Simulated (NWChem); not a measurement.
System: CH3FMg; SMILES [CH3][Mg][F]

Results from NWChem. Pople sets run with spherical d functions. Geometry: optimised at PBE0/def2-SVP. B3LYP is NWChem's, with the RPA form of VWN correlation. Ions are spin-unrestricted doublets at the neutral geometry; other ion states weren't tried.

**Question.** Among these, which level gives the highest value of “ΔSCF minus −ε(HOMO) (eV)”?
(A) PBE0/6-31+G*
(B) M06-2X/6-31+G*
(C) LDA (Slater exchange, VWN5)/6-31+G*
(D) B3LYP/6-31+G*

**Answer.** C, LDA (Slater exchange, VWN5)/6-31+G*. Values: M06-2X/6-31+G* 1.38; PBE0/6-31+G* 2.44; B3LYP/6-31+G* 2.71; LDA (Slater exchange, VWN5)/6-31+G* 3.63
